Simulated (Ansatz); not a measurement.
Input for Ansatz (an electronic-structure program): SC-NEVPT2 on CASSCF(2,2)/cc-pVDZ on BGeH5 (SMILES [BH2][GeH3]), a point of a bond scan (R = 4.157 Å).

Ansatz 0.2 input:
```yaml
crystal:
  periodic: [false, false, false]
  atoms:
    - {symbol: B, position_ang: [-1.68447901, -0.08981357, -0.38805636]}
    - {symbol: Ge, position_ang: [0.32433246, 0.01332500, 0.07253106]}
    - {symbol: H, position_ang: [2.58429335, -3.21456396, -1.25152955]}
    - {symbol: H, position_ang: [0.93481345, 1.29602953, -0.53231896]}
    - {symbol: H, position_ang: [0.50580440, 0.12014751, 1.60207949]}
    - {symbol: H, position_ang: [-2.40523210, 0.79344296, -0.04632267]}
    - {symbol: H, position_ang: [-2.15298444, -1.00476260, -0.98628824]}
basis:
  gaussian:
    orbitals: cc-pVDZ
    pivot_positions_ang: [[-1.68447901, -0.08981357, -0.38805636], [0.32433246, 0.01332500, 0.07253106], [2.58429335, -3.21456396, -1.25152955], [0.93481345, 1.29602953, -0.53231896], [0.50580440, 0.12014751, 1.60207949], [-2.40523210, 0.79344296, -0.04632267], [-2.15298444, -1.00476260, -0.98628824]]
magnetization: {spin_polarized: false}
correlation: {method: sc_nevpt2, electrons: outside_noble_gas, active_space: {window: {electrons: 2, orbitals: 2}}}
output: {orbitals: {seedname: ./end}}
```

Program output:

```
WARN ansatz: RAYON_NUM_THREADS=1 ignored (pool sized by the plan → 1); use --threads N
Functional definition: HF
integrals: 0.02 GiB planned
756 factors; integrals over basis functions are off by at most 3.6e-4 eV
mean field: 0.16 GiB planned
mean field evaluation 1: about -57212.9974 eV, gradient 1.8e1 eV
mean field evaluation 2: about -57213.0210 eV, gradient 1.8e1 eV
mean field evaluation 4: about -57215.8221 eV, gradient 4.8e0 eV
mean field evaluation 8: about -57215.9863 eV, gradient 5.9e-4 eV
mean field evaluation 16: about -57214.5280 eV, gradient 1.1e-1 eV
mean field -57215.98633163 eV, -2102.6487152990 hartree, gradient 3.4e-6 eV, S^2 0.000000; 2 other end points of the search recorded, 0 dependent functions left out; unrestricted orbitals would lower it
reference -57215.98633163 eV, -2102.6487152990 hartree; 21, 21 occupied and 45, 45 virtual orbitals, 756 factors
configuration interaction: 0.15 GiB planned
configuration interaction: 0.00 GiB planned
state -57219.39634838 eV, -2102.7740311032 hartree
state -57219.39634838 eV, -2102.7740311032 hartree; corrected -57223.88455562 eV, -2102.9389696770 hartree
Total energy: -57223.88455562 eV, -2102.9389696770 hartree
```

Self-consistency was reached.

Cost: about 4 core-seconds (a rough figure).
